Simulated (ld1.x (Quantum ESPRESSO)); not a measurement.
**Logarithmic derivatives: cobalt, ultrasoft**

| Property | Result |
| --- | --- |
| Element | cobalt (Co) |
| Generator | ld1.x (Quantum ESPRESSO) 7.5 |
| Type | ultrasoft |
| Functional | PBE |
| Relativity | scalar-relativistic |
| Frozen core | [Ne] |
| Valence charge | 17 |
| Reference configuration | 3s2 3p6 3d7 4s2 4p0 |
| Partial waves | 3s (bound): rcut 1.05, rcutus 1.20 bohr; 4s (bound): rcut 1.05, rcutus 1.20 bohr; 3p (bound): rcut 1.35, rcutus 1.45 bohr; 4p (bound, empty): rcut 1.35, rcutus 1.45 bohr; 3d (bound): rcut 1.65, rcutus 1.75 bohr; 3d channel at -0.1 Ry: rcut 1.65, rcutus 1.75 bohr |
| Local potential | all-electron potential smoothed inside 1.70 bohr (lloc = -1) |
| Core correction | Bessel-smoothed model core, default radius (core density twice the valence density) |
| Augmentation charge | built from norm-conserving waves at rcut, not smoothed further |

The phase is arctan(r·u′/u) with u = r·R(r), unwrapped; energies in Ry, scanned from -10 to 5 Ry. A pole is an energy at which the radial function vanishes at the test radius. The pseudo phase is shifted by a multiple of π to meet the all-electron one at the reference energy, and phase errors are pseudo minus all-electron; the curves can meet again beyond the range given. Levels narrower than the energy grid can be missing from the lists of poles.

For each channel, where are the poles, and over which energies does the pseudopotential scatter like the atom?

| channel | radius (bohr) | reference energy (Ry) | poles, all-electron | poles, pseudo | unbroken range about the reference energy with phases within 0.05 rad | phase error 1 Ry above the reference energy (rad) |
| --- | --- | --- | --- | --- | --- | --- |
| s | 1.91 | -0.40 | -7.45 | -7.60, -3.20 | not even at the reference energy | +0.919 |
| p | 1.91 | -0.09 | -4.69 | -4.82, 4.63 | not even at the reference energy | +0.484 |
| d | 1.91 | -0.60 | -0.17 | -0.34, -0.07 | not even at the reference energy | -3.056 |

A Bessel basis up to 400 Ry misses an occupied level by 2.76 Ry, so cutoffs and ghosts were not judged. The potential misses its own reference levels by up to 1.9 eV, so it is not fit for use.

Phases in the s channel:

| E (Ry) | all-electron | pseudo |
| --- | --- | --- |
| -10.00 | 1.384 | 4.524 |
| -9.76 | 1.380 | 4.520 |
| -9.52 | 1.376 | 4.516 |
| -9.28 | 1.371 | 4.511 |
| -9.04 | 1.366 | 4.505 |
| -8.80 | 1.359 | 4.497 |
| -8.56 | 1.350 | 4.486 |
| -8.32 | 1.337 | 4.469 |
| -8.08 | 1.315 | 4.433 |
| -7.84 | 1.255 | 4.251 |
| -7.60 | 0.074 | 1.573 |
| -7.36 | -1.657 | 1.436 |
| -7.12 | -1.723 | 1.403 |
| -6.88 | -1.748 | 1.385 |
| -6.64 | -1.762 | 1.373 |
| -6.40 | -1.773 | 1.364 |
| -6.16 | -1.782 | 1.355 |
| -5.92 | -1.791 | 1.347 |
| -5.68 | -1.799 | 1.339 |
| -5.44 | -1.807 | 1.330 |
| -5.20 | -1.815 | 1.321 |
| -4.96 | -1.824 | 1.311 |
| -4.72 | -1.833 | 1.300 |
| -4.48 | -1.842 | 1.287 |
| -4.24 | -1.853 | 1.271 |
| -4.00 | -1.864 | 1.249 |
| -3.76 | -1.876 | 1.213 |
| -3.52 | -1.889 | 1.115 |
| -3.28 | -1.904 | -1.053 |
| -3.04 | -1.921 | -1.760 |
| -2.80 | -1.940 | -1.832 |
| -2.56 | -1.962 | -1.869 |
| -2.32 | -1.986 | -1.897 |
| -2.08 | -2.016 | -1.923 |
| -1.84 | -2.050 | -1.949 |
| -1.60 | -2.092 | -1.976 |
| -1.36 | -2.143 | -2.007 |
| -1.12 | -2.207 | -2.042 |
| -0.88 | -2.288 | -2.083 |
| -0.64 | -2.393 | -2.131 |
| -0.40 | -2.531 | -2.190 |
| -0.16 | -2.715 | -2.261 |
| 0.08 | -2.949 | -2.349 |
| 0.32 | -3.224 | -2.461 |
| 0.56 | -3.505 | -2.603 |
| 0.80 | -3.754 | -2.780 |
| 1.04 | -3.952 | -2.993 |
| 1.28 | -4.104 | -3.230 |
| 1.52 | -4.218 | -3.469 |
| 1.76 | -4.306 | -3.684 |
| 2.00 | -4.375 | -3.863 |
| 2.24 | -4.429 | -4.006 |
| 2.48 | -4.474 | -4.119 |
| 2.72 | -4.512 | -4.209 |
| 2.96 | -4.543 | -4.280 |
| 3.20 | -4.570 | -4.338 |
| 3.44 | -4.594 | -4.386 |
| 3.68 | -4.615 | -4.426 |
| 3.92 | -4.633 | -4.460 |
| 4.16 | -4.650 | -4.490 |
| 4.40 | -4.665 | -4.515 |
| 4.64 | -4.679 | -4.537 |
| 4.88 | -4.692 | -4.557 |
